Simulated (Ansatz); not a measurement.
`CB[SiH3]` + `N=CCl` → `[SiH3]/N=C/Cl` + `BC` at 700 K and 1 bar (cleavage of the Si–B bond).

Isolated molecules relaxed with PBE0-D4/def2-TZVP in Ansatz; ΔE leaves out vibrations. CBS: MP2 limit from def2 TZ/QZ plus the TZ coupled-cluster correction, frozen cores. This one scheme is used for every species. Each species was taken in one conformer, which may not be the lowest.

```json
{"species": "`CB[SiH3]`", "CCSD(T)/CBS energy (Eh)": "-356.10570", "H − E (kJ/mol)": "258.6", "S (J/(mol·K))": "419.3"}
{"species": "`N=CCl`", "CCSD(T)/CBS energy (Eh)": "-553.70684", "H − E (kJ/mol)": "119.5", "S (J/(mol·K))": "311.8"}
{"species": "`[SiH3]/N=C/Cl`", "CCSD(T)/CBS energy (Eh)": "-844.00397", "H − E (kJ/mol)": "184.5", "S (J/(mol·K))": "409.0"}
{"species": "`BC`", "CCSD(T)/CBS energy (Eh)": "-65.83255", "H − E (kJ/mol)": "189.6", "S (J/(mol·K))": "311.0"}
```

H − E and S are ideal-gas, rigid-rotor, harmonic terms from PBE0-D4/def2-TZVP, for one conformer and one mirror image of each species. 1 Eh = 2625.50 kJ/mol, R = 8.31446 J/(mol·K).

**Question.** By hand: ΔE, ΔH, ΔS and ΔG.

**Answer.** ΔE = (-844.00397) + (-65.83255) − (-356.10570) − (-553.70684) = -0.02398 Eh = -63.0 kJ/mol. Δ(H − E) = 184.5 + 189.6 − 258.6 − 119.5 = -4.0, so ΔH = -67.0 kJ/mol. ΔS = 409.0 + 311.0 − 419.3 − 311.8 = -11.1 J/(mol·K). ΔG = -67.0 − 700 × (-11.1)/1000 = -59.2 kJ/mol.

**Question.** By hand: the equilibrium constant, and the temperature at which ΔG would vanish if ΔH and ΔS stayed fixed.

**Answer.** log₁₀ K = −ΔG/(RT ln 10) = 4.4. ΔG = 0 at ΔH/ΔS = 6036 K, far beyond where these terms or the molecules hold.

The number of gas molecules stays the same, so ΔS is small and ΔH decides. A doubt of 5 kJ/mol in ΔE shifts log₁₀ K by 0.4 here. Other conformers and mirror images would add mixing entropy, several J/(mol·K) or more a flexible species. Modes under 60 cm⁻¹, often nearly free rotors, make the harmonic entropy too high. These are equilibria of isolated gas molecules and say nothing of rates. Largest T1 diagnostic: 0.013 (customary marks: 0.02 for closed shells, 0.045 for open ones).
